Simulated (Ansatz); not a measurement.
Method: frozen-core CCSD(T)/cc-pVTZ // B3LYP-D3(BJ)/def2-TZVP in Ansatz (a program for electronic structure).

Ansatz 0.2 input:
```yaml
crystal:
  periodic: [false, false, false]
  atoms:
    - { symbol: N, position_ang: [-0.963777, -0.012476, 0.03239] }
    - { symbol: Al, position_ang: [0.783814, 0.010159, -0.02636] }
    - { symbol: F, position_ang: [1.60997, 1.428374, 0.088471] }
    - { symbol: F, position_ang: [1.636779, -1.386328, -0.197627] }
    - { symbol: H, position_ang: [-1.541278, 0.805994, 0.135536] }
    - { symbol: H, position_ang: [-1.525509, -0.845722, -0.032411] }
basis:
  gaussian: { orbitals: cc-pVTZ }
correlation:
  method: ccsd_t
```

Output:

```
Functional definition: HF
923 factors; integrals over basis functions are off by at most 1.0e-3 eV
mean field evaluation 1: about -13512.2884 eV, gradient 5.0e1 eV
mean field evaluation 2: about -13512.3581 eV, gradient 5.0e1 eV
mean field evaluation 4: about -13516.4663 eV, gradient 2.1e0 eV
mean field evaluation 8: about -13516.5025 eV, gradient 2.8e-1 eV
mean field evaluation 16: about -13512.2876 eV, gradient 5.0e1 eV
mean field -13516.50285739 eV, -496.7223181945 hartree, gradient 1.3e-6 eV, S^2 0.000000; 0 other end points of the search recorded, 0 dependent functions left out
8 core orbitals not correlated
reference -13516.50285739 eV, -496.7223181945 hartree; 12, 12 occupied and 132, 132 virtual orbitals, 923 factors
second order -21.66466666 eV of doubles, -0.00000000 eV of singles
cycle   1  -21.36051750 eV  change    3.0e-1 eV  update   8.9e-2
cycle   2  -21.75282547 eV  change   -3.9e-1 eV  update   2.6e-2
cycle   3  -21.85685650 eV  change   -1.0e-1 eV  update   1.3e-2
cycle   4  -21.84268164 eV  change    1.4e-2 eV  update   2.8e-3
cycle   5  -21.83999267 eV  change    2.7e-3 eV  update   1.1e-3
cycle   6  -21.84072251 eV  change   -7.3e-4 eV  update   3.4e-4
cycle   7  -21.84056789 eV  change    1.5e-4 eV  update   1.0e-4
cycle   8  -21.84050342 eV  change    6.4e-5 eV  update   3.4e-5
cycle   9  -21.84051493 eV  change   -1.2e-5 eV  update   1.4e-5
perturbative correction -0.66495743 eV, -0.0244367350 hartree
Total energy: -13539.00832976 eV, -497.5493790493 hartree
```

Cost: about 50 core-seconds (a rough figure).
